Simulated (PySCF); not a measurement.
Species: C4H12GeSi.
Atom-mapped SMILES: `[CH2:1]=[CH:2][CH2:3][C@@H:4]([SiH3:5])[GeH3:6]` (hydrogens: H7, H8 on C1; H9 on C2; H10, H11 on C3; H12 on C4; H13, H14, H15 on Si5; H16, H17, H18 on Ge6)

Cartesian coordinates in Å at the PBE0-D3(BJ)/def2-SVP level; atoms count from 1:
```
atom  x, y, z in Å
C1     2.8271   -0.6810   -0.7649
C2     1.8874   -0.0112   -0.0969
C3     0.6166   -0.6074    0.4253
C4    -0.6588   -0.0449   -0.2326
Si5   -2.2041   -0.9546    0.3589
Ge6   -0.8807    1.8998    0.0150
H7     3.7331   -0.1886   -1.1276
H8     2.7262   -1.7524   -0.9700
H9     2.0338    1.0621    0.0827
H10    0.5620   -0.4383    1.5172
H11    0.6542   -1.7022    0.2876
H12   -0.6028   -0.2020   -1.3254
H13   -2.0299   -2.4327    0.1929
H14   -3.4035   -0.5185   -0.4192
H15   -2.4477   -0.6746    1.8094
H16   -2.3111    2.3160   -0.3780
H17    0.1167    2.6971   -0.8466
H18   -0.6450    2.2450    1.4994
```

Theory: PySCF, PBE0-D3(BJ)/def2-SVP geometry optimisation, gas phase.

Take the most abundant isotopes and a rigid rotor. The values belong to one conformer with, in the numbering `[CH2:1]=[CH:2][CH2:3][C@@H:4]([SiH3:5])[GeH3:6]`, C1–C2–C3–C4 -115°, C2–C3–C4–Si5 175°.

**Question.** Give the principal moments of inertia and the rotational constants in MHz.

**Answer.** Ia = 272.30, Ib = 410.65, Ic = 647.83 u·Å²; 505379 MHz·u·Å²/I gives A = 1856, B = 1231, C = 780.1 MHz.

**Question.** Classify the top.

**Answer.** An asymmetric top; Ray's κ = -0.162.

**Question.** Is it planar, by Δ = Ic − Ia − Ib?

**Answer.** Not planar: Δ = Ic − Ia − Ib = -35.11 u·Å². For a rigid frame Δ = −2 Σ m c², so Σ m c² = 17.56 u·Å² lies off the ab plane: 11.44 from hydrogen and 6.12 from heavier atoms. The atom farthest from that plane is 1.58 Å away.

**Question.** Give the other two planar moments, Paa and Pbb, and the rms extents of the mass along the axes.

**Answer.** Paa = Σ m a² = (Ib + Ic − Ia)/2 = 393.09 and Pbb = Σ m b² = (Ia + Ic − Ib)/2 = 254.74 u·Å². With the mass M = 161.99 u, the rms extents √(P/M) along a, b and c are 1.56, 1.25, 0.33 Å.

**Question.** Which lines would a microwave search look for?

**Answer.** The dipole components are |μa| = 0.61 D, |μb| = 0.06 D, |μc| = 0.24 D. The squared components, which scale the intensities, stand as 1.00 : 0.01 : 0.15 (a : b : c). Some lines, for components of 0.1 D or more:

| type | branch | J(Ka,Kc) | MHz | lower level (cm⁻¹) |
| --- | --- | --- | --- | --- |
| c | Q | 2(1,2) ← 2(0,2) | 345 | 0.196 |
| a | Q | 1(1,0) ← 1(1,1) | 451 | 0.088 |
| c | Q | 1(1,1) ← 1(0,1) | 625 | 0.067 |
| a | Q | 3(2,1) ← 3(2,2) | 736 | 0.516 |
| c | Q | 3(2,2) ← 3(1,2) | 1336 | 0.471 |
| a | Q | 2(1,1) ← 2(1,2) | 1352 | 0.207 |
| c | Q | 2(2,1) ← 2(1,1) | 1876 | 0.252 |
| a | R | 1(0,1) ← 0(0,0) | 2011 | 0.000 |
| a | Q | 3(1,2) ← 3(1,3) | 2660 | 0.383 |
| c | R | 1(1,0) ← 0(0,0) | 3087 | 0.000 |
| a | R | 2(1,2) ← 1(1,1) | 3571 | 0.088 |
| c | Q | 3(3,1) ← 3(2,1) | 3609 | 0.540 |
| a | R | 2(1,1) ← 1(1,0) | 4472 | 0.103 |
| a | R | 3(1,3) ← 2(1,2) | 5264 | 0.207 |
| a | R | 3(0,3) ← 2(0,2) | 5467 | 0.196 |
| c | R | 2(1,1) ← 1(0,1) | 5548 | 0.067 |
| a | R | 3(2,2) ← 2(2,1) | 6032 | 0.315 |
| c | R | 2(2,0) ← 1(1,0) | 6519 | 0.103 |
| a | R | 3(1,2) ← 2(1,1) | 6572 | 0.252 |
| a | R | 3(2,1) ← 2(2,0) | 6598 | 0.320 |
| c | R | 2(2,1) ← 1(1,1) | 6799 | 0.088 |
| c | R | 3(1,2) ← 2(0,2) | 8269 | 0.196 |
| c | R | 3(2,1) ← 2(1,1) | 8644 | 0.252 |
| c | R | 3(2,2) ← 2(1,2) | 9260 | 0.207 |
| c | R | 3(3,0) ← 2(2,0) | 10251 | 0.320 |

**Question.** Estimate the classical rotational partition function at 100 K, 298.15 K and 500 K.

**Answer.** Point group C1, symmetry number σ = 1; q = (√π/σ)·√((kT/h)³/(ABC)), k/h = 20836.6 MHz/K: 126000 at 100 K, 650000 at 298.15 K, 1410000 at 500 K.

Whether it is a minimum is left open (no frequencies). No vibrational averaging or centrifugal distortion is included, and the geometry carries the error of its method. A rigid rotor knows nothing of internal rotation, which can split or shift real lines.

On an Arm Neoverse N1 with one thread (shared host), this took 3.8 min of wall time and 0.69 GiB of memory at its peak. That covers the optimisation of the geometry.
